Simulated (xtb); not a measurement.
CH2I (SMILES [CH2]I), doublet, geometry from GFN2-xTB; xtb with GFN1-xTB.

The xtb input:
```
$ xtb mol.xyz --gfn 1 --uhf 1 --grad --json

# file mol.xyz
4

C     -1.76238477    -0.01833772     0.07881161
I      0.28516808     0.00308136    -0.00770438
H     -2.28046389     0.90745591    -0.05339585
H     -2.25913562    -0.96074191    -0.01114158
```

The log (banner, timings and long lists left out):

```
   ID    Z sym.   atoms
    1    6 C      1
    2   53 I      2
    3    1 H      3, 4

           -------------------------------------------------
          |                Calculation Setup                |
           -------------------------------------------------

           -------------------------------------------------
          |                 G F N 1 - x T B                 |
           -------------------------------------------------

          ...................................................
          :                      SETUP                      :
          :.................................................:
          :  # basis functions                  18          :
          :  # atomic orbitals                  17          :
          :  # shells                            9          :
          :  # electrons                        13          :
          :  # halogen bonds                     0          :
          :  max. iterations                   250          :
          :  Hamiltonian                  GFN1-xTB          :
          :  restarted?                      false          :
          :  GBSA solvation                  false          :
          :  PC potential                    false          :
          :  electronic temp.          300.0000000     K    :
          :  accuracy                    1.0000000          :
          :  -> integral cutoff          0.2500000E+02      :
          :  -> integral neglect         0.1000000E-07      :
          :  -> SCF convergence          0.1000000E-05 Eh   :
          :  -> wf. convergence          0.2000000E-04 e    :
          :  Broyden damping             0.4000000          :
          :  net charge                          0          :
          :  unpaired electrons                  1          :
          ...................................................

 iter      E             dE          RMSdq      gap      omega  full diag
   1     -7.0384846 -0.703848E+01  0.879E+00    3.56       0.0  T
   2     -7.0704751 -0.319905E-01  0.397E+00    2.63       1.0  T
   3     -7.0869160 -0.164409E-01  0.337E+00    3.46       1.0  T
   4     -7.1003203 -0.134044E-01  0.338E-01    3.23       1.0  T
   5     -7.1004683 -0.147980E-03  0.456E-02    3.19       1.1  T
   6     -7.1004740 -0.564279E-05  0.132E-02    3.20       3.8  T
   7     -7.1004741 -0.128572E-06  0.131E-03    3.20      38.1  T
   8     -7.1004741 -0.503973E-08  0.374E-05    3.20    1338.6  T
   9     -7.1004741 -0.481304E-11  0.113E-06    3.20   44432.4  T

   *** convergence criteria satisfied after 9 iterations ***

         :::::::::::::::::::::::::::::::::::::::::::::::::::::
         ::                     SUMMARY                     ::
         :::::::::::::::::::::::::::::::::::::::::::::::::::::
         :: total energy              -7.048791267530 Eh    ::
         :: gradient norm              0.011466394862 Eh/a0 ::
         :: HOMO-LUMO gap              3.201455417114 eV    ::
         ::.................................................::
         :: SCC energy                -7.100474103491 Eh    ::
         :: -> electrostatic           0.000203402374 Eh    ::
         :: repulsion energy           0.052487037977 Eh    ::
         :: dispersion energy         -0.000804202015 Eh    ::
         :: halogen bond corr.         0.000000000000 Eh    ::
         :: add. restraining           0.000000000000 Eh    ::
         :: total charge              -0.000000000000 e     ::
         :::::::::::::::::::::::::::::::::::::::::::::::::::::

           -------------------------------------------------
          |                Property Printout                |
           -------------------------------------------------

    * Orbital Energies and Occupations

         #    Occupation            Energy/Eh            Energy/eV
      -------------------------------------------------------------
         1        2.0000           -0.8905542             -24.2332
         2        2.0000           -0.6077237             -16.5370
         3        2.0000           -0.5306095             -14.4386
         4        2.0000           -0.4990690             -13.5804
         5        2.0000           -0.4500205             -12.2457
         6        2.0000           -0.4220920             -11.4857
         7        1.0000           -0.3449902              -9.3877 (HOMO)
         8                         -0.2273389              -6.1862 (LUMO)
         9                         -0.0962323              -2.6186
        10                         -0.0836458              -2.2761
        11                         -0.0807222              -2.1966
        12                         -0.0797218              -2.1693
        13                         -0.0309005              -0.8408
        14                         -0.0301276              -0.8198
        15                          0.3146806               8.5629
        16                          0.3349874               9.1155
        17                          0.4163530              11.3295
      -------------------------------------------------------------
                  HL-Gap            0.1176513 Eh            3.2015 eV
             Fermi-level           -0.3348528 Eh           -9.1118 eV

  Mulliken/CM5 charges         n(s)   n(p)   n(d)
     1C    -0.09212 -0.21899   1.057  3.035  0.000
     2I     0.02753  0.04957   1.989  4.926  0.058
     3H     0.03230  0.08471   0.968  0.000  0.000
     4H     0.03230  0.08471   0.968  0.000  0.000

Wiberg/Mayer (AO) data.
largest (>0.10) Wiberg bond orders for each atom

 ---------------------------------------------------------------------------
     #   Z sym  total        # sym  WBO       # sym  WBO       # sym  WBO
 ---------------------------------------------------------------------------
     1   6 C    3.400 --     2 I    1.405     3 H    0.998     4 H    0.998
     2  53 I    1.421 --     1 C    1.405
     3   1 H    1.010 --     1 C    0.998
     4   1 H    1.010 --     1 C    0.998
 ---------------------------------------------------------------------------

Topologies differ in total number of bonds
Writing topology from bond orders to xtbtopo.mol

 dipole moment from electron density (au)
     X       Y       Z
   0.1357  -0.0008  -0.1047  total (Debye):    0.436

           -------------------------------------------------
          | TOTAL ENERGY               -7.048791267530 Eh   |
          | GRADIENT NORM               0.011466394862 Eh/α |
          | HOMO-LUMO GAP               3.201455417114 eV   |
           -------------------------------------------------

normal termination of xtb
```
